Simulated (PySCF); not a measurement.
# Shapes and spin states of InN₂

All numbers come from PBE0/[In def2-TZVP with ECP28, N def2-TZVP], scalar-relativistic core potentials, density fitting, no spin–orbit coupling, PySCF.

Relaxations began from a few typed shapes and spin states; open shells are unrestricted. The search is not exhaustive: other isomers or separated fragments can lie lower, and high-lying points may rest on an excited occupation.

```tsv
spin	group	bonds	angles	imaginary modes (cm⁻¹)	ΔE (kJ/mol)	ΔE with ZPE (kJ/mol)
quartet	D∞h	In–N 1.986 Å (×2)	N–In–N 180.0°	none	0.0	0.0
broken-symmetry Ms = 1/2 (⟨S²⟩ 1.78)	C∞v	In–N 1.936 Å, In–N 2.080 Å	N–In–N 180.0°	none	8.3	9.0
```

The lowest minimum found is the quartet D∞h: In–N 1.986 Å (×2); N–In–N 180.0°.

For the lowest minimum: the spin densities have lower symmetry than the nuclear frame. No spin–orbit coupling is included, which matters more the heavier the element.

The electron or spin density has lower symmetry than the nuclear frame for the broken-symmetry Ms = 1/2 (⟨S²⟩ 1.78) C∞v at 8.3 kJ/mol.
